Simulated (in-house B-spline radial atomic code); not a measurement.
Computed with a B-spline radial atomic code. Model: two electrons, singlet ground state, non-relativistic, full CI in B-splines with partial waves to l = 8 (at full coupling up to 3e-4 hartree above the limit, correlation up to 0.6 % small), density held at that of full coupling by Lieb maximisation.

Along the adiabatic connection the electron repulsion is scaled by a coupling λ while a local potential keeps the density fixed. At λ = 0 the system is the Kohn-Sham one and W equals the exchange energy; the exchange-correlation energy is the area under W between 0 and 1. The kinetic energy rises with λ as the electrons avoid each other, with dT/dλ = −λ dW/dλ.

Command:
```bash
python run_ac.py task.json out
```
Settings (lengths in bohr, energies in hartree):
```
potential              coulomb
strength               0.5
lmax                   8
wall_radius            6
```

Cost of the run: 2.1 s on 1 thread of Intel(R) Xeon(R) Processor @ 2.30GHz (shared host).

**W = mean repulsion less Hartree energy, and W of three functionals.**

Given: confinement point charge; nuclear charge 0.5; hard wall radius 6 bohr; external potential -Z/r.

Computed: LDA exchange minus exact 46.545 millihartree; PBE exchange minus exact 13.769 millihartree.

| coupling | W xc (hartree) | W xc minus exchange (millihartree) | kinetic minus Kohn-Sham (millihartree) | LDA (PW92) W minus its exchange (millihartree) | PBE W minus its exchange (millihartree) | SCAN W minus its exchange (millihartree) |
| --- | --- | --- | --- | --- | --- | --- |
| 0 | -0.32651 | 0 | 0 | 0 | 0 | 0 |
| 0.02 | ? | ? | ? | ? | ? | ? |
| 0.05 | -0.33127 | -4.756 | 0.12 | -18.24 | -6.65 | -4.56 |
| 0.12 | -0.33736 | -10.846 | 0.63 | -32.9 | -15 | -10.32 |
| 0.25 | -0.34716 | -20.654 | 2.43 | -51.56 | -27.93 | -19.62 |
| 0.4 | -0.35653 | -30.02 | 5.45 | -66.94 | -39.9 | -28.67 |
| 0.6 | ? | ? | ? | ? | ? | ? |
| 0.8 | -0.37461 | -48.104 | 16.03 | -93.94 | -62.72 | -46.91 |
| 1 | -0.38117 | -54.658 | 21.9 | -103.4 | -71.09 | -53.84 |
| 1.4 | -0.39125 | -64.736 | 33.89 | -117.95 | -84.24 | -64.81 |
| 2 | -0.40169 | -75.184 | 51.44 | -133.36 | -98.42 | -76.55 |
| 3 | -0.41271 | -86.195 | 78.5 | -150.27 | -114.23 | -89.06 |
| 4.5 | -0.42244 | -95.93 | 114.34 | -166.1 | -129.2 | -99.78 |
| 7 | -0.4315 | -104.99 | 165.25 | -181.8 | -144.15 | -108.89 |
| 10 | -0.43768 | -111.17 | 217.05 | -193.16 | -155.03 | -114.31 |

What belongs in the row 0.02?

W xc (hartree): -0.32846; W xc minus exchange (millihartree): -1.946; kinetic minus Kohn-Sham (millihartree): 0.02; LDA (PW92) W minus its exchange (millihartree): -9.35; PBE W minus its exchange (millihartree): -2.72; SCAN W minus its exchange (millihartree): -1.88.

What belongs in the row 0.6?

W xc (hartree): -0.36659; W xc minus exchange (millihartree): -40.076; kinetic minus Kohn-Sham (millihartree): 10.44; LDA (PW92) W minus its exchange (millihartree): -82.21; PBE W minus its exchange (millihartree): -52.58; SCAN W minus its exchange (millihartree): -38.67.

What is the SCAN exchange minus exact?

-0.03697 millihartree.

**Energy parts, natural occupations and partial-wave weights.**

Computed: total energy 0.1108 hartree; exchange energy -0.32651 hartree; kinetic part of the DFT correlation energy 0.021905 hartree; kinetic part over minus potential part 0.40076; Hartree energy 0.65302 hartree; Kohn-Sham kinetic 0.29987 hartree; Lieb Oxford ratio E_xc over LDA exchange 1.2832.

```
natural  occupation of the shell (electrons)
      s                               1.9064
      p                             0.081928
      s                            0.0096159
      d                                    ?
      p                           0.00041352
      f                           0.00013678
```

What belongs in the row d?

occupation of the shell (electrons): 0.0012849.

```tsv
wave	weight
s	0.95805
p	?
d	0.00067314
f	7.5329e-05
g	1.623e-05
```

What belongs in the row p?

weight: 0.04118.

What is the initial slope twice GL2?

-0.098736 hartree.

What is the correlation energy?

-0.032754 hartree.

Half-way to full coupling W has made 64 % of its drop, against 50 % for a straight line, and second-order (GL2) theory, half the initial slope, overshoots the correlation energy by about 51 %: a marked bend. Over couplings 0 to 1 the errors in E_xc come to about +10 millihartree for LDA, +3.4 millihartree for PBE, +1.0 millihartree for SCAN, so SCAN is nearest. In LDA and PBE and SCAN the errors of exchange and correlation have opposite signs, so the sum is smaller than the larger of the two.
